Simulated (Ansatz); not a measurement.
Total energies of C$_{2}$H$_{7}$AlSe (`[CH3][Al]([CH3])[SeH]`).

```csv
atom,x (Å),y (Å),z (Å)
C1,0.329,-1.583,-0.530
Al2,0.152,0.186,0.271
C3,-1.093,1.545,-0.360
Se4,1.469,0.769,2.104
H5,1.217,-2.120,-0.190
H6,-0.543,-2.198,-0.285
H7,0.370,-1.516,-1.622
H8,-1.096,2.440,0.266
H9,-0.844,1.853,-1.381
H10,-2.115,1.154,-0.392
H11,2.154,-0.530,2.119
```

Total charge 0; spin multiplicity 1. Correlated methods include outer-core shells of Se, which these sets cover unevenly. Scalar relativity is left out up to krypton. Geometry: relaxed with PBE0-D4/def2-TZVP. It is one conformer, not always the lowest. Basis def2-TZVPP, Ansatz.

RPA on PBE orbitals: Hartree–Fock energy of these orbitals -2721.62732 Eh, correlation -1.18626 Eh (frozen core).

| functional | energy without D4 (Eh) | D4 term (kJ/mol) |
| --- | --- | --- |
| LDA (SPW92) | -2719.25199 | – |
| PBE | -2723.88980 | -20.3 |
| BLYP | -2724.49351 | -43.0 |
| r2SCAN | -2724.42079 | -5.1 |
| B97M-V | -2724.01638 | – |
| r2SCANh | -2724.41348 | -5.5 |
| r2SCAN0 | -2724.40353 | -6.2 |
| HSE06 (plane-wave form) | -2724.00082 | -16.5 |
| BHLYP | -2724.44524 | -27.5 |
| CAM-B3LYP | -2724.58787 | -18.1 |
| LC-ωPBE | -2724.05052 | – |
| ωB97M-V | -2724.30199 | – |
| B2PLYP | -2723.93322 | – |
| PBE-QIDH | -2723.59466 | – |

Task: Give the same for revPBE, PBE0, B3LYP, ωB97X-V. (Best estimate.)

Result: Ansatz gave: 
```tsv
functional	energy without D4 (Eh)	D4 term (kJ/mol)
revPBE	-2724.23123	-54.8
PBE0	-2724.00925	-17.5
B3LYP	-2724.57687	-32.7
ωB97X-V	-2724.22493	–
```

B3LYP takes the VWN-RPA correlation (the form of Gaussian; ORCA's B3LYP/G). HSE06 is the plane-wave form, built on full-range PBE exchange. The double hybrids freeze the cores in their second-order part.

LC-ωPBE has ω = 0.4 bohr⁻¹.
